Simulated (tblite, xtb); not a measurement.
H₆B₃N₃, charge +1, doublet, at a GFN2-xTB geometry (a state made from the parent by changing its charge; the spin is typed, not shown lowest). Base run: GFN1-xTB (xtb).

The xtb input:
```
$ xtb mol.xyz --gfn 1 --chrg 1 --uhf 1 --json

# file mol.xyz
12

B      0.98106325    -1.05992046    -0.04989976
N      1.37494395     0.29061409     0.18228070
B      0.39244819     1.28444706     0.30957374
N     -0.96506531     1.03622627     0.05511563
B     -1.40209965    -0.30055796    -0.17940997
N     -0.38755264    -1.27096670    -0.32061857
H      1.78919192    -1.90645476    -0.03050713
H      2.35520248     0.48796067     0.32713174
H      0.70048702     2.32894591     0.76549555
H     -1.66024944     1.76742990     0.10891670
H     -2.54768103    -0.52456909    -0.26618943
H     -0.65029188    -2.16427148    -0.72361180
```

Programs used: tblite, xtb; a row that names a program was run with it.

Variants of this job, named by their change:

```
change                                                         ΔE vs base (mEh)  G_solv (kcal/mol)  SCF cycles
-------------------------------------------------------------  ----------------  -----------------  ----------
base                                                                      0.000                  -          13
program = tblite; method = gfn1; option = (--guess, eeq)                  0.000                  -           -
etemp = 3000                                                            -11.271                  -          11
alpb = cs2                                                              -62.071             -38.99          13
program = tblite; method = gfn1; option = (--efield, 0,0,0.1)            -0.010                  -           -
file = coord                                                              0.000                  -          13
gbsa = thf                                                              -77.683             -49.00          12
program = tblite; method = gfn1; option = --grad                          0.000                  -           -
alpb = dmf                                                              -84.621             -53.52          12
```

ALPB and GBSA are two models with their own fitted parameters for each solvent, which aren't always the measured dielectric constant.
